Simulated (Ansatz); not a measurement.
C₂H₇GeN (`C[C](=N)[GeH3]`), charge 0, multiplicity 1.

Q: Give a relaxed structure at PBE0-D4/def2-TZVP (Ansatz). (An estimate is asked.)

A: Ansatz gave: 
```xyz
11

C    -1.243    0.580    0.750
C    -0.243    0.396   -0.347
N    -0.344    1.085   -1.405
Ge    1.195   -0.939   -0.057
H    -1.756   -0.363    0.963
H    -1.976    1.337    0.467
H    -0.745    0.884    1.676
H     0.394    0.870   -2.075
H     0.599   -2.340    0.165
H     2.037   -0.570    1.177
H     2.082   -0.939   -1.313
```
Point group Cs.
This is one stationary point; other conformers may exist.
